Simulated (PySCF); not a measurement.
Species: C₈H₁₅B.
Numbering: `[BH:1]1[CH2:2][CH2:3][CH2:4][C@@H:5]([CH:6]2[CH2:7][CH2:8]2)[CH2:9]1` (hydrogens: H10 on B1; H11, H12 on C2; H13, H14 on C3; H15, H16 on C4; H17 on C5; H18 on C6; H19, H20 on C7; H21, H22 on C8; H23, H24 on C9)

The closed-shell ground state was solved at several levels (PySCF, density fitting, gas phase, non-relativistic). Geometry: PBE0-D3(BJ)/def2-SVP, one conformer, isolated molecule.

```json
{"level": "mPW1PW91/pcSseg-1", "basis functions": "228", "total energy (Eh)": "-338.5894", "HOMO (eV)": "-7.71", "LUMO (eV)": "-0.62", "gap (eV)": "7.09", "dipole (D)": "0.44"}
{"level": "PBE0/pcSseg-1", "basis functions": "228", "total energy (Eh)": "-338.2416", "HOMO (eV)": "-7.68", "LUMO (eV)": "-0.64", "gap (eV)": "7.04", "dipole (D)": "0.45"}
```

(1) Estimate the row for CAM-B3LYP/def2-SVPD, a basis of 300 functions; the other rows only guide the guess.

(2) Over all these levels, which gives the widest orbital gap and which the narrowest?

(3) How far do the dipole and the HOMO energy spread over the levels?

Results:

(1) Total energy -338.2686 Eh, HOMO -9.05 eV, LUMO 0.42 eV, gap 9.47 eV, dipole 0.46 D.

(2) CAM-B3LYP/def2-SVPD (range-separated hybrid) has the widest, 9.47 eV, and PBE0/pcSseg-1 (global hybrid, 25 % exact exchange) the narrowest, 7.04 eV. Functional and basis both differ between the two, so the spread mixes both effects.

(3) The dipole runs from 0.44 to 0.46 D (mean 0.45 D) and the HOMO from -9.05 to -7.68 eV.
